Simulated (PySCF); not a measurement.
Deuteron quadrupole couplings in `FC(F)Oc1nccn1[SiH3]`

Species: C₄H₆F₂N₂OSi.
SMILES with atom numbers: `[F:1][CH:2]([F:3])[O:4][c:5]1[n:6][cH:7][cH:8][n:9]1[SiH3:10]` (hydrogens: H11 on C2; H12 on C7; H13 on C8; H14, H15, H16 on Si10)

Structure used (GFN2-xTB), in Å, numbered top down from 1:
```xyz
16
C4H6F2N2OSi angstrom
F      2.8455   -1.2036    1.8264
C      2.4298   -0.6348    0.6798
F      3.0948   -1.2746   -0.3040
O      1.0932   -0.8350    0.5351
C      0.3435    0.2785    0.3100
N      0.7492    1.5079    0.2760
C     -0.3919    2.2304    0.0212
C     -1.4524    1.3937   -0.0890
N     -0.9790    0.1106    0.0981
Si    -1.7610   -1.4653    0.0779
H      2.7131    0.4296    0.6746
H     -0.3432    3.2964   -0.0579
H     -2.4880    1.5766   -0.2813
H     -1.1087   -2.2376   -0.9734
H     -3.1494   -1.1346   -0.2350
H     -1.6030   -2.0292    1.4139
```

Level: PBE0/pcSseg-1 (PySCF, non-relativistic); Q(2H) = 0.00286 b; rigid geometry, the same for H and D, with no vibrational averaging.

Task: Rank these positions by the coupling χzz of a deuteron there, largest first.
A. H11 (methine hydrogen)
B. H13 (aromatic hydrogen)
C. H14 (Si–H hydrogen)

Result: B (235 kHz), A (167 kHz), C (109 kHz).

Task: Tabulate Vzz, the asymmetry η and χzz = 234.96 MHz × Q × Vzz for every hydrogen position.

Result: 
```csv
atom,bonded to,bond length (Å),Vzz (au),η,χzz (kHz)
H11,C2,1.101,0.2478,0.01,167
H12,C7,1.070,0.3478,0.08,234
H13,C8,1.069,0.3502,0.11,235
H14,Si10,1.458,0.1618,0.04,109
H15,Si10,1.461,0.1601,0.05,108
H16,Si10,1.459,0.1616,0.04,109
```

Task: Average by the element that carries the hydrogen.

Result: on C: 212 kHz over 3 positions, mean bond length 1.080 Å; on Si: 108 kHz over 3 positions, mean bond length 1.459 Å.

Geometry: GFN2-xTB, one conformer, isolated molecule. GFN2-xTB bond lengths can be off by several hundredths of an ångström, more for odd bonds, and the gradients follow them. These gradients aren't converged with respect to the basis.
